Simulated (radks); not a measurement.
The dysprosium ion Dy2+ inside a hard spherical wall (all orbitals vanish at R), configuration held at [Xe] 4f10 and not refilled when levels cross. All-electron calculation, scalar-relativistic Kohn-Sham, r2SCAN, spin-unpolarised, spherical densities, finite nucleus; meta-GGA in the generalised Kohn-Sham scheme; Fermi nuclear charge, rms radius 5.2218 fm. Program: a radial shooting solver on a logarithmic mesh with Libxc functionals. Eigenvalues in eV, with the zero of energy where the potential of the charges vanishes at infinity; a dash marks a level that is unbound or too diffuse for the functional's potential to be trusted. A positive occupied level is held by the wall or, in an anion where self-interaction has pushed it up, behind a barrier. The pressure on the wall is -dE/dV.

R (bohr) = free: E (hartree) -12156.7651; kinetic (hartree) 13113.951; e(4d) -169.60; e(5s) -64.348; e(5p) -40.184; e(4f) -16.704; e(6s, empty) -13.430; e(5d, empty) -12.961; pressure (GPa) 0
R (bohr) = 20: E (hartree) -12156.7651; kinetic (hartree) 13113.951; e(4d) -169.60; e(5s) -64.348; e(5p) -40.184; e(4f) -16.704; e(6s, empty) -13.430; e(5d, empty) -12.961; pressure (GPa) < 0.0001
R (bohr) = 12: E (hartree) -12156.7651; kinetic (hartree) 13113.951; e(4d) -169.60; e(5s) -64.348; e(5p) -40.184; e(4f) -16.704; e(6s, empty) -13.430; e(5d, empty) -12.961; pressure (GPa) < 0.0001
R (bohr) = 10: E (hartree) -12156.7651; kinetic (hartree) 13113.951; e(4d) -169.60; e(5s) -64.348; e(5p) -40.184; e(4f) -16.704; e(6s, empty) -13.428; e(5d, empty) -12.961; pressure (GPa) < 0.0001
R (bohr) = 8: E (hartree) -12156.7651; kinetic (hartree) 13113.951; e(4d) -169.60; e(5s) -64.347; e(5p) -40.183; e(4f) -16.703; e(6s, empty) -13.382; e(5d, empty) -12.952; pressure (GPa) 0.000608
R (bohr) = 7: E (hartree) -12156.7651; kinetic (hartree) 13113.952; e(4d) -169.59; e(5s) -64.343; e(5p) -40.180; e(4f) -16.698; e(6s, empty) -13.243; e(5d, empty) -12.923; pressure (GPa) 0.00554
R (bohr) = 6: E (hartree) -12156.7647; kinetic (hartree) 13113.956; e(4d) -169.56; e(5s) -64.322; e(5p) -40.161; e(4f) -16.670; e(6s, empty) -12.748; e(5d, empty) -12.804; pressure (GPa) 0.0573
R (bohr) = 4: E (hartree) -12156.7266; kinetic (hartree) 13114.288; e(4d) -168.49; e(5s) -63.565; e(5p) -39.417; e(4f) -15.664; e(6s, empty) -4.986; e(5d, empty) -10.462; pressure (GPa) 13.9
R (bohr) = 3.5: E (hartree) -12156.6290; kinetic (hartree) 13115.029; e(4d) -166.90; e(5s) -62.417; e(5p) -38.173; e(4f) -14.153; e(6s, empty) 3.010; e(5d, empty) -7.749; pressure (GPa) 66.5
R (bohr) = 3: E (hartree) -12156.2660; kinetic (hartree) 13117.401; e(4d) -162.96; e(5s) -59.497; e(5p) -34.784; e(4f) -10.410; e(6s, empty) 20.004; e(5d, empty) -1.603; pressure (GPa) 340
R (bohr) = 2: E (hartree) -12149.1907; kinetic (hartree) 13150.207; e(4d) -130.53; e(5s) -28.453; e(5p) 3.290; e(4f) 21.511; e(6s, empty) 156.45; e(5d, empty) 53.205; pressure (GPa) 12600
